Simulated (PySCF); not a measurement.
PySCF input (M06-2X/def2-TZVPD):

```python
from pyscf import gto, scf, dft

mol = gto.M(
    atom='''
    O    -0.00000000   -0.00000000   -1.13481261
    C     0.00000000    0.00000000    0.04054995
    N     0.00000000    0.00000000    1.26217160
    ''',
    basis='def2-tzvpd',
    charge=0,
    spin=1,
    symmetry='C2v',
    verbose=4,
)

mf = dft.UKS(mol, xc='m062x').density_fit(auxbasis='def2-universal-jkfit')
mf.grids.level = 4
mf.conv_tol = 1e-9
mf.max_cycle = 100
mf.max_memory = 1500
mf.kernel()
if not mf.converged:
    mf = mf.newton()
    mf.kernel(mf.make_rdm1())
mf.analyze()
```

End of the output:

```
Extra cycle  E= -168.003969758719  delta_E= -3.62e-11  |g|= 4.35e-06  |ddm|= 7.66e-06
converged SCF energy = -168.003969758719  <S^2> = 0.7671137  2S+1 = 2.0170411
**** SCF Summaries ****
Total Energy =                        -168.003969758719165
Nuclear Repulsion Energy =              52.167180175429394
One-electron Energy =                 -330.946343612847045
Two-electron Energy =                  110.775193678698471
Two-electron Coulomb Energy =          131.511496548089013
DFT Exchange-Correlation Energy =      -20.736302869390538
HOMO-LUMO gap [eV] =                     5.677204426604848
Wave-function symmetry = B2
alpha occupancy for each irrep:     A1   A2   B1   B2
                                     7    0    2    2
beta  occupancy for each irrep:     A1   A2   B1   B2
                                     7    0    2    1
**** MO energy ****
alpha MO #1 (A1 #1), energy= -19.7444740436561 occ= 1
alpha MO #2 (A1 #2), energy= -14.8345971642159 occ= 1
alpha MO #3 (A1 #3), energy= -10.7045695760678 occ= 1
alpha MO #4 (A1 #4), energy= -1.28962575706349 occ= 1
alpha MO #5 (A1 #5), energy= -1.07879236381387 occ= 1
alpha MO #6 (A1 #6), energy= -0.664143028454806 occ= 1
alpha MO #7 (B2 #1), energy= -0.607713228960851 occ= 1
alpha MO #8 (B1 #1), energy= -0.589735950944072 occ= 1
alpha MO #9 (A1 #7), energy= -0.528688176322692 occ= 1
alpha MO #10 (B2 #2), energy= -0.438558025757126 occ= 1
alpha MO #11 (B1 #2), energy= -0.408125349229835 occ= 1
alpha MO #12 (A1 #8), energy= 0.00303407613294837 occ= 0
alpha MO #13 (B2 #3), energy= 0.0604016367653412 occ= 0
alpha MO #14 (B1 #3), energy= 0.0620625527781203 occ= 0
alpha MO #15 (B2 #4), energy= 0.0647794131725288 occ= 0
alpha MO #16 (A1 #9), energy= 0.0660919704119749 occ= 0
alpha MO #17 (B1 #4), energy= 0.0808996948133041 occ= 0
alpha MO #18 (A1 #10), energy= 0.114888578253613 occ= 0
alpha MO #19 (A1 #11), energy= 0.146744411876831 occ= 0
alpha MO #20 (A2 #1), energy= 0.190054322146983 occ= 0
alpha MO #21 (A1 #12), energy= 0.190370983881362 occ= 0
alpha MO #22 (B2 #5), energy= 0.20163322879677 occ= 0
alpha MO #23 (B1 #5), energy= 0.201946744179806 occ= 0
alpha MO #24 (A1 #13), energy= 0.246520475993041 occ= 0
alpha MO #25 (B2 #6), energy= 0.3241070695597 occ= 0
alpha MO #26 (A1 #14), energy= 0.325335040638855 occ= 0
alpha MO #27 (B1 #6), energy= 0.327628978096434 occ= 0
alpha MO #28 (A1 #15), energy= 0.349129441820772 occ= 0
alpha MO #29 (A2 #2), energy= 0.398846056796816 occ= 0
alpha MO #30 (A1 #16), energy= 0.398926145579669 occ= 0
alpha MO #31 (B2 #7), energy= 0.454867663001487 occ= 0
alpha MO #32 (B1 #7), energy= 0.455495698941262 occ= 0
alpha MO #33 (A1 #17), energy= 0.456196292355479 occ= 0
alpha MO #34 (A1 #18), energy= 0.509236438616998 occ= 0
alpha MO #35 (A1 #19), energy= 0.522733033267642 occ= 0
alpha MO #36 (A2 #3), energy= 0.522739873340096 occ= 0
alpha MO #37 (B2 #8), energy= 0.533664841907603 occ= 0
alpha MO #38 (B1 #8), energy= 0.535057580246605 occ= 0
alpha MO #39 (A1 #20), energy= 0.649938180837932 occ= 0
alpha MO #40 (A1 #21), energy= 0.682063390731312 occ= 0
alpha MO #41 (B2 #9), energy= 0.688276963368407 occ= 0
alpha MO #42 (B1 #9), energy= 0.70120648425627 occ= 0
alpha MO #43 (A1 #22), energy= 0.817481110173693 occ= 0
alpha MO #44 (A1 #23), energy= 0.834331587983198 occ= 0
alpha MO #45 (A2 #4), energy= 0.836877702043037 occ= 0
alpha MO #46 (A1 #24), energy= 0.837112539081636 occ= 0
alpha MO #47 (B2 #10), energy= 0.873467509148586 occ= 0
alpha MO #48 (B1 #10), energy= 0.880906239848421 occ= 0
alpha MO #49 (A1 #25), energy= 1.01443766028758 occ= 0
alpha MO #50 (B2 #11), energy= 1.11664188699457 occ= 0
alpha MO #51 (B1 #11), energy= 1.13027599339437 occ= 0
alpha MO #52 (A1 #26), energy= 1.1306824833846 occ= 0
alpha MO #53 (A1 #27), energy= 1.33761967607514 occ= 0
alpha MO #54 (A2 #5), energy= 1.33810327546331 occ= 0
alpha MO #55 (A1 #28), energy= 1.60323493486733 occ= 0
alpha MO #56 (B2 #12), energy= 1.62273312482469 occ= 0
alpha MO #57 (B1 #12), energy= 1.62818866763778 occ= 0
alpha MO #58 (B2 #13), energy= 1.64852427906218 occ= 0
alpha MO #59 (B1 #13), energy= 1.66137227622296 occ= 0
alpha MO #60 (A1 #29), energy= 1.75979611090389 occ= 0
alpha MO #61 (A2 #6), energy= 1.75985356148193 occ= 0
alpha MO #62 (A1 #30), energy= 1.78028955606333 occ= 0
alpha MO #63 (A1 #31), energy= 1.87891812551146 occ= 0
alpha MO #64 (A1 #32), energy= 2.15876126813557 occ= 0
alpha MO #65 (B2 #14), energy= 2.18708647521742 occ= 0
alpha MO #66 (B1 #14), energy= 2.20100870328649 occ= 0
alpha MO #67 (A1 #33), energy= 2.39541732188649 occ= 0
alpha MO #68 (A1 #34), energy= 2.48680827629433 occ= 0
alpha MO #69 (B2 #15), energy= 2.51038649126226 occ= 0
alpha MO #70 (B1 #15), energy= 2.53238512199354 occ= 0
alpha MO #71 (B2 #16), energy= 2.59509552203102 occ= 0
alpha MO #72 (B1 #16), energy= 2.59512163012164 occ= 0
alpha MO #73 (A2 #7), energy= 2.83180762092158 occ= 0
alpha MO #74 (A1 #35), energy= 2.83192276398325 occ= 0
alpha MO #75 (B2 #17), energy= 2.90164269731792 occ= 0
alpha MO #76 (B1 #17), energy= 2.91649060521972 occ= 0
alpha MO #77 (A2 #8), energy= 3.01410110248436 occ= 0
alpha MO #78 (A1 #36), energy= 3.01419966717009 occ= 0
alpha MO #79 (B2 #18), energy= 3.10645121964403 occ= 0
alpha MO #80 (B1 #18), energy= 3.12440042428858 occ= 0
alpha MO #81 (A1 #37), energy= 3.21603764844804 occ= 0
alpha MO #82 (A1 #38), energy= 3.41241250881739 occ= 0
alpha MO #83 (A1 #39), energy= 3.52348519354166 occ= 0
alpha MO #84 (B2 #19), energy= 3.61335963077741 occ= 0
alpha MO #85 (B1 #19), energy= 3.62686816827079 occ= 0
alpha MO #86 (B2 #20), energy= 3.879226697295 occ= 0
alpha MO #87 (B1 #20), energy= 3.87958579085439 occ= 0
alpha MO #88 (A1 #40), energy= 4.29583767320339 occ= 0
alpha MO #89 (A2 #9), energy= 4.29663203781907 occ= 0
alpha MO #90 (A1 #41), energy= 4.44030146794374 occ= 0
alpha MO #91 (A1 #42), energy= 4.60609076533011 occ= 0
alpha MO #92 (A2 #10), energy= 4.60813402534407 occ= 0
alpha MO #93 (A1 #43), energy= 4.68157394257207 occ= 0
alpha MO #94 (B2 #21), energy= 4.92792945206979 occ= 0
alpha MO #95 (B1 #21), energy= 4.95890141210971 occ= 0
alpha MO #96 (B2 #22), energy= 5.09037214398916 occ= 0
alpha MO #97 (B1 #22), energy= 5.09038695063203 occ= 0
alpha MO #98 (B2 #23), energy= 5.27504234413829 occ= 0
alpha MO #99 (B1 #23), energy= 5.30116741537373 occ= 0
alpha MO #100 (A1 #44), energy= 5.48815782419736 occ= 0
alpha MO #101 (A2 #11), energy= 5.57422555869117 occ= 0
alpha MO #102 (A1 #45), energy= 5.57483276698507 occ= 0
[...]
```

It need not be the lowest isomer of its formula.
